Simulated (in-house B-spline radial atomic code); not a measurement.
A fraction x of an electron is removed from 4p in the selenium ion Se⁺, starting from [Ar] 3d10 4s2 4p3 and keeping the highest spin. Method: non-relativistic PBE, spin-polarised, spherical fractional occupations, point nucleus. Calculated with a B-spline radial code for spherical atoms.

| x | E(x) - E(0) (eV) | 4p up level (eV) |
| --- | --- | --- |
| 0 | 0.0000 | -16.416 |
| 0.02 | 0.3302 | -16.606 |
| 0.14 | 2.3917 | -17.754 |
| 0.3 | 5.3561 | -19.306 |
| 0.42 | 7.7434 | -20.484 |
| 0.5 | 9.4138 | -21.277 |
| 0.61 | 11.8146 | -22.375 |
| 0.73 | 14.5720 | -23.584 |
| 0.77 | 15.5235 | -23.990 |
| 0.88 | 18.2240 | -25.111 |
| 1 | 21.3111 | -26.344 |

The exact functional would give a straight line between the two integer points. Deviations E(x) - E(0) - x[E(1) - E(0)], in eV: -0.096 at x = 0.02, -0.592 at x = 0.14, -1.037 at x = 0.3, -1.207 at x = 0.42, -1.242 at x = 0.5, -1.185 at x = 0.61, -0.985 at x = 0.73, -0.886 at x = 0.77, -0.53 at x = 0.88.

The curve lies below the straight line by up to 1.242 eV (at x = 0.5): convex, the delocalisation error that favours fractional charges.

Task: How well does Slater's transition state (minus the level at half occupation) give the ionisation energy?

Result: It gives 21.277 eV against 21.311 eV from the two total energies; NIST lists 21.20 eV, ground level to ground level.
